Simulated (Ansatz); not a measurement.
B2F3 (SMILES F[B]B(F)F), doublet, geometry from GFN2-xTB; Ansatz (a first-principles code) with B3LYP/cc-pVDZ.

Input for Ansatz:
Ansatz 0.2 input:
```yaml
crystal:
  periodic: [false, false, false]
  atoms:
    - {symbol: F, position_ang: [2.28800819, -0.25131237, -0.03783998]}
    - {symbol: B, position_ang: [1.01482057, -0.12552342, 0.08614484]}
    - {symbol: B, position_ang: [-0.53657336, 0.05826643, 0.01378160]}
    - {symbol: F, position_ang: [-1.15328058, 1.24668203, 0.14170634]}
    - {symbol: F, position_ang: [-1.40042050, -0.95800468, -0.15938105]}
basis:
  gaussian:
    orbitals: cc-pVDZ
hamiltonian:
  xc: b3lyp
magnetization: {spin_polarized: true, initial_magnetization: 1}
accuracy: high
```

Problem. What does Ansatz print? Leave out banner, timings and long lists.

Solution. 
```
Functional definition: B3LYP
1447 factors; integrals over basis functions are off by at most 3.2e-9 eV
mean field evaluation 1: about -9503.2496 eV, gradient 2.7e1 eV
mean field evaluation 2: about -9500.5368 eV, gradient 4.1e1 eV
mean field evaluation 4: about -9505.5108 eV, gradient 7.5e-1 eV
mean field evaluation 8: about -9505.6346 eV, gradient 1.4e-1 eV
mean field evaluation 16: about -9505.6347 eV, gradient 6.5e-5 eV
mean field -9505.63473870 eV, -349.3256334967 hartree, gradient 6.2e-8 eV, S^2 0.752014; 1 other end points of the search recorded, 0 dependent functions left out
reference -9505.63477211 eV, -349.3256347245 hartree; 19, 18 occupied and 51, 52 virtual orbitals, 1447 factors
Total energy: -9505.63477211 eV, -349.3256347245 hartree
```
